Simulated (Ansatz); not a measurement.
Isolated molecules relaxed with PBE0-D4/def2-TZVP in Ansatz; ΔE leaves out vibrations. CCSD(T)/CBS adds triple-zeta CCSD(T) − MP2 to the extrapolated MP2 energy (def2 sets, frozen cores). This one scheme is used for every species. One conformer a species, not always the lowest.

`OBCl` + `B[C](=C)[AlH][F]` → `O[BH][AlH][F]` + `BC(=C)Cl`  (redistribution)

`OBCl`:

```xyz
5

O    -0.982    0.161    0.371
B     0.087   -0.106   -0.392
Cl    1.720   -0.047    0.276
H    -0.764    0.379    1.283
H    -0.061   -0.387   -1.538
```

`B[C](=C)[AlH][F]`:

Z-matrix (Å, degrees):
```
B
C 1 1.545
H 1 1.197 2 122.2
H 1 1.202 2 118.9 3 -180.0
C 2 1.349 1 117.0 3 179.6
Al 2 1.938 1 127.0 3 -0.3
H 5 1.092 2 123.5 1 -179.9
H 5 1.091 2 121.6 1 0.1
F 6 1.650 2 120.3 1 0.1
H 6 1.580 2 122.2 1 -179.9
```

`O[BH][AlH][F]`:

```xyz
7

O     0.154   -0.768    1.537
B     0.569   -0.437    0.290
Al   -0.755    0.729   -0.934
F    -0.319    2.302   -1.232
H     0.795   -1.285    2.036
H     1.661   -0.818   -0.062
H    -2.106    0.276   -1.634
```

`BC(=C)Cl`:

Z-matrix (Å, degrees):
```
B
C 1 1.537
H 1 1.192 2 121.8
H 1 1.195 2 117.2 3 180.0
C 2 1.337 1 121.8 3 -180.0
Cl 2 1.742 1 119.3 3 0.0
H 5 1.085 2 123.1 1 180.0
H 5 1.084 2 118.8 1 -0.0
```

```csv
species,CCSD(T)/def2-SVP energy (Eh)
`OBCl`,-560.52589
`B[C](=C)[AlH][F]`,-445.14308
`O[BH][AlH][F]`,-443.06497
`BC(=C)Cl`,-562.52614
```

(1) Work out ΔE.

(2) What do rigid-rotor, harmonic-oscillator terms from PBE0-D4/def2-TZVP frequencies (298.15 K, 1 bar) make of the CCSD(T)/CBS value? (Estimate.)

Largest T1 diagnostic among the species: 0.014.

Answers

(1) ΔE = (-443.06497) + (-562.52614) − (-560.52589) − (-445.14308) = 0.07786 Eh = +2.12 eV. CCSD(T)/CBS gives +2.02 eV.

(2) Ansatz gave: ΔZPE = -0.01 eV, ΔH = +2.00 eV, ΔS = -3 J/(mol·K), ΔG = +2.01 eV. Modes under 50 cm⁻¹ make the entropy rough.

From BLYP to BHLYP (50 % exact exchange), in def2-TZVPP and without D4, ΔE moves by +0.18 eV. Leaving LDA and LC-ωPBE aside and taking each functional with its dispersion term where it has one, the values, not all of them listed here, spread over 0.24 eV, from revPBE-D4 to B97M-V. LDA lies +0.04 eV from PBE without D4. At CCSD(T), def2-SVP lies +0.10 eV from the extrapolated value and def2-TZVPP +0.02 eV.
